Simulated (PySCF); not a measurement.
Work out the structure from these simulated measurements.

Formula: C5H4F2N2.

- 13C NMR: chemical shifts (computed TMS as zero) by class: 175.6 (1 C), 172.5 (1 C), 154.4 (1 C), 105.1 (1 C), 19.9 (1 C) ppm [GIAO PBE0/pcSseg-1]
- NMR, other nuclei: isotropic shieldings of nuclei other than C and H, by class: -194 (1 N), -136 (1 N), 254 (1 F), 289 (1 F) ppm [GIAO PBE0/pcSseg-1]
- Rotational structure: rotational constants A, B, C: 3.144, 1.351, 0.951 GHz [GFN2-xTB]
- Polarisability: 70.7 au [CAM-B3LYP/def2-SVPD]
- Dipole: 3.34 D [CAM-B3LYP/def2-SVPD]
- UV, first state: lowest singlet excitation: 3.91 eV (317 nm, f = 0.004) [TDDFT CAM-B3LYP/def2-SVPD]
- UV, strongest line: among the 8 lowest singlet transitions: S7 at 7.25 eV (171 nm, f = 0.490) [TDDFT CAM-B3LYP/def2-SVPD]

Gas-phase values; electronic properties from PySCF, density fitting. Levels stand in brackets. Geometry: GFN2-xTB; no solvent, vibrations or thermal averaging. NMR values are class means; diastereotopic atoms form classes of their own.

Task: Give a SMILES that accounts for the data.

Result: Numbering: `[CH3:1][c:2]1[n:3][n:4][c:5]([F:6])[cH:7][c:8]1[F:9]`. Its formula, C5H4F2N2, gives 4 degrees of unsaturation: 1 ring and 3 π bonds in the structure found (Kekulé form). 5 carbons fall into 5 classes; from least to most shielded: aromatic C–F carbon [C5] (175.6 ppm), aromatic C–F carbon [C8] (172.5 ppm), substituted aromatic carbon [C2] (154.4 ppm), aromatic CH carbon [C7] (105.1 ppm), benzylic-type carbon [C1] (19.9 ppm). The other shieldings belong to: -194 ppm, pyridine-type nitrogen [N3]; -136 ppm, pyridine-type nitrogen [N4]; 254 ppm, aryl fluorine [F6]; 289 ppm, aryl fluorine [F9]. S1 is mainly HOMO→LUMO (weight 0.98); the largest Löwdin shares of the orbital it empties are 0.41 on a pyridine-type nitrogen, 0.36 on a pyridine-type nitrogen, 0.08 on the substituted aromatic carbon and 0.07 on an aromatic C–F carbon, of the orbital it fills 0.23 on a pyridine-type nitrogen, 0.21 on the aromatic CH carbon, 0.18 on an aromatic C–F carbon and 0.15 on a pyridine-type nitrogen. The optimised geometry has point group Cs and is an asymmetric top. Structure: `Cc1nnc(F)cc1F`. Computed isomers that give other values at the same levels: `Cc1cc(F)c(F)nn1` (13C chemical shifts (computed TMS as zero) by class: 165.6 (1 C), 164.7 (1 C), 159.8 (1 C), 120.9 (1 C), 24.4 (1 C) ppm); `FC(F)c1ncccn1` (13C chemical shifts (computed TMS as zero) by class: 169.1 (1 C), 164.0 (2 C), 127.4 (1 C), 121.9 (1 C) ppm). The assignments are read from this structure; whether some other isomer fits the data as well wasn't checked.
